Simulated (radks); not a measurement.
Te18+, configuration [Ar] 3d10 4s2 4p4.

Calculated with a radial shooting solver on a logarithmic mesh with Libxc functionals: scalar-relativistic Kohn-Sham, LB94 model potential, spin-polarised, spherical densities, finite nucleus; open shells are filled with parallel spins first (spin-orbit coupling, left out, can overturn this in heavy ions); Fermi nuclear charge, rms radius 4.7423 fm.

Energy parts (hartree):
| part | energy |
|---|---|
| kinetic | 7007.04414 |
| electron-nucleus | -15533.56892 |
| Hartree | 2021.00016 |
(The LB94 potential has no energy functional, so no total or exchange-correlation energy is given.)

Orbitals (lengths in bohr, moments of r in powers of bohr; r(max) is where P^2 peaks):
1s up: occ. 1; eigenvalue (hartree) -1185.885; r(max) 0.01793
1s down: occ. 1; eigenvalue (hartree) -1185.885; r(max) 0.01793
2s up: occ. 1; eigenvalue (hartree) -197.6709; r(max) 0.1012
2s down: occ. 1; eigenvalue (hartree) -197.6524; r(max) 0.1012
2p up: occ. 3; eigenvalue (hartree) -179.5403; r(max) 0.08107
2p down: occ. 3; eigenvalue (hartree) -179.5107; r(max) 0.08108
3s up: occ. 1; eigenvalue (hartree) -53.22412; r(max) 0.2916
3s down: occ. 1; eigenvalue (hartree) -53.21194; r(max) 0.2917
3p up: occ. 3; eigenvalue (hartree) -47.30180; r(max) 0.2848
3p down: occ. 3; eigenvalue (hartree) -47.29069; r(max) 0.2850
3d up: occ. 5; eigenvalue (hartree) -38.41032; r(max) 0.2350
3d down: occ. 5; eigenvalue (hartree) -38.40164; r(max) 0.2350
4s up: occ. 1; eigenvalue (hartree) -21.54030; r(max) 0.6655
4s down: occ. 1; eigenvalue (hartree) -21.48478; r(max) 0.6630
4p up: occ. 3; eigenvalue (hartree) -19.48724; r(max) 0.6877
4p down: occ. 1; eigenvalue (hartree) -19.42296; r(max) 0.6848

The highest occupied level is 4p down at -528.53 eV. The density falls to 0.001 e/bohr^3 at r = 1.66 bohr.
